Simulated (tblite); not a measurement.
C3H10BClSi2.
Bonds: Cl1–Si2, Si2–B3, B3–C4, C4–C5, C5–Si6, Si6–C7, C4–C7. Hydrogens: H8, H9 on Si2; H10 on B3; H11 on C4; H12, H13 on C5; H14, H15 on Si6; H16, H17 on C7.

Computed with GFN2-xTB (tblite), gas phase: L-BFGS steps from a force-field or distance-geometry start until the largest atomic force falls under 0.01 eV/Å.

Step 17: E = -564.7244 eV
```
atom  x, y, z in Å  |  force x, y, z in eV/Å
Cl1    -2.7814    2.0178    1.4907   -0.013   0.031  -0.001
Si2    -2.8795    0.3796    0.2492    0.130  -0.120   0.031
B3     -1.1598    0.4714   -0.7182   -0.163   0.027  -0.059
C4      0.1388    0.0680    0.0597   -0.107   0.020   0.061
C5      1.4244    0.8762   -0.2371    0.054   0.028   0.045
Si6     2.4760   -0.6483    0.1947    0.059  -0.151  -0.012
C7      0.7273   -1.3545   -0.1891    0.115  -0.026   0.065
H8     -3.0417   -0.7505    1.1876    0.010   0.046  -0.076
H9     -4.1941    0.5008   -0.3936    0.042   0.009  -0.070
H10    -1.0304    0.9530   -1.7838   -0.074  -0.087  -0.009
H11    -0.0453    0.1181    1.1354    0.057   0.042   0.150
H12     1.5149    1.7834    0.3509    0.024   0.096   0.009
H13     1.4750    1.1462   -1.2900    0.029   0.056  -0.003
H14     2.8228   -0.7347    1.6199   -0.046  -0.010  -0.078
H15     3.6377   -1.0221   -0.6143   -0.085  -0.003  -0.037
H16     0.6041   -1.6672   -1.2265   -0.024   0.021   0.069
H17     0.3043   -2.1252    0.4535   -0.009   0.020  -0.085
```

Step 18: E = -564.7292 eV
```
atom  x, y, z in Å  |  force x, y, z in eV/Å
Cl1    -2.7842    2.0223    1.4880   -0.023  -0.014  -0.019
Si2    -2.8842    0.3763    0.2506    0.057  -0.058  -0.008
B3     -1.1638    0.4702   -0.7144   -0.100  -0.012  -0.040
C4      0.1400    0.0743    0.0632   -0.047   0.002   0.055
C5      1.4318    0.8773   -0.2373   -0.016   0.008   0.064
Si6     2.4800   -0.6525    0.1971   -0.017  -0.086  -0.035
C7      0.7286   -1.3509   -0.1877    0.056   0.034   0.046
H8     -3.0456   -0.7568    1.1835   -0.002   0.045  -0.056
H9     -4.2025    0.5013   -0.3985    0.140  -0.004  -0.014
H10    -1.0397    0.9342   -1.7868   -0.062  -0.064  -0.031
H11    -0.0418    0.1300    1.1400    0.070   0.023   0.118
H12     1.5223    1.7810    0.3566    0.040   0.100  -0.017
H13     1.4814    1.1518   -1.2909    0.030   0.035   0.057
H14     2.8325   -0.7425    1.6211   -0.054  -0.006  -0.089
H15     3.6341   -1.0256   -0.6190   -0.048  -0.018  -0.053
H16     0.5992   -1.6550   -1.2278    0.003   0.006   0.097
H17     0.3048   -2.1233    0.4512   -0.026   0.009  -0.073
```

Step 19: E = -564.7327 eV
```
atom  x, y, z in Å  |  force x, y, z in eV/Å
Cl1    -2.7864    2.0249    1.4856   -0.028  -0.044  -0.031
Si2    -2.8860    0.3730    0.2515   -0.003   0.012  -0.032
B3     -1.1684    0.4693   -0.7122    0.001  -0.050  -0.011
C4      0.1398    0.0786    0.0666    0.013   0.006   0.053
C5      1.4365    0.8783   -0.2362   -0.059   0.000   0.067
Si6     2.4825   -0.6570    0.1980   -0.070  -0.001  -0.052
C7      0.7306   -1.3480   -0.1857   -0.029   0.072   0.027
H8     -3.0481   -0.7602    1.1797   -0.012   0.018  -0.022
H9     -4.2053    0.5016   -0.4024    0.183  -0.013   0.013
H10    -1.0473    0.9201   -1.7893   -0.053  -0.047  -0.050
H11    -0.0381    0.1385    1.1451    0.066   0.007   0.072
H12     1.5281    1.7813    0.3600    0.045   0.079  -0.032
H13     1.4861    1.1564   -1.2901    0.026   0.012   0.097
H14     2.8378   -0.7478    1.6203   -0.050  -0.008  -0.076
H15     3.6306   -1.0283   -0.6235   -0.015  -0.032  -0.069
H16     0.5959   -1.6466   -1.2266    0.023  -0.002   0.087
H17     0.3047   -2.1219    0.4481   -0.037  -0.008  -0.041
```

Step 20: E = -564.7361 eV
```
atom  x, y, z in Å  |  force x, y, z in eV/Å
Cl1    -2.7890    2.0263    1.4829   -0.030  -0.064  -0.036
Si2    -2.8870    0.3699    0.2519   -0.032   0.069  -0.038
B3     -1.1727    0.4677   -0.7106    0.103  -0.077   0.014
C4      0.1393    0.0827    0.0709    0.057   0.022   0.048
C5      1.4397    0.8795   -0.2336   -0.074   0.006   0.062
Si6     2.4837   -0.6613    0.1977   -0.089   0.081  -0.062
C7      0.7319   -1.3443   -0.1831   -0.111   0.082   0.010
H8     -3.0506   -0.7628    1.1757   -0.021  -0.013   0.013
H9     -4.2041    0.5017   -0.4059    0.179  -0.018   0.017
H10    -1.0553    0.9064   -1.7926   -0.040  -0.041  -0.052
H11    -0.0333    0.1462    1.1513    0.049  -0.006   0.023
H12     1.5341    1.7835    0.3623    0.044   0.050  -0.033
H13     1.4909    1.1608   -1.2874    0.014  -0.010   0.114
H14     2.8413   -0.7527    1.6179   -0.041  -0.013  -0.054
H15     3.6270   -1.0314   -0.6290    0.003  -0.040  -0.079
H16     0.5933   -1.6392   -1.2237    0.035  -0.005   0.050
H17     0.3038   -2.1209    0.4443   -0.047  -0.024   0.002
```

Task: Estimate the geometry and energy of step 21. (The exact step hangs on the optimiser's Hessian estimate; all steps are aligned on step 20, rigid shifts and turns removed.)

Result: E = -564.7407 eV, largest force 0.211 eV/Å
```
atom  x, y, z in Å  |  force x, y, z in eV/Å
Cl1    -2.7931    2.0271    1.4787   -0.032  -0.073  -0.033
Si2    -2.8881    0.3670    0.2517   -0.019   0.102  -0.023
B3     -1.1763    0.4640   -0.7085    0.191  -0.085   0.032
C4      0.1393    0.0889    0.0779    0.081   0.045   0.035
C5      1.4430    0.8817   -0.2289   -0.060   0.024   0.051
Si6     2.4840   -0.6657    0.1958   -0.075   0.152  -0.067
C7      0.7313   -1.3382   -0.1791   -0.173   0.062  -0.004
H8     -3.0546   -0.7664    1.1707   -0.028  -0.037   0.044
H9     -4.1995    0.5015   -0.4105    0.131  -0.017  -0.001
H10    -1.0669    0.8872   -1.7982   -0.013  -0.047  -0.031
H11    -0.0260    0.1563    1.1606    0.020  -0.019  -0.031
H12     1.5430    1.7875    0.3647    0.037   0.017  -0.019
H13     1.4975    1.1665   -1.2817   -0.008  -0.032   0.105
H14     2.8452   -0.7596    1.6134   -0.029  -0.017  -0.028
H15     3.6221   -1.0363   -0.6378    0.003  -0.042  -0.076
H16     0.5906   -1.6296   -1.2190    0.034  -0.002  -0.012
H17     0.3015   -2.1198    0.4392   -0.059  -0.030   0.058
```

The energy changes by -0.0046 eV. The first-order estimate −F·Δx gives -0.0062 eV and the mean of the old and new forces, exact on a quadratic surface, -0.0046 eV. The step makes an angle of 68° with the force vector and moves no atom by more than 0.023 Å.

What follows is the cost of the whole relaxation. The run took 3.9 s on one thread, Intel Xeon at 2.50 GHz (x86_64), no GPU, shared host.
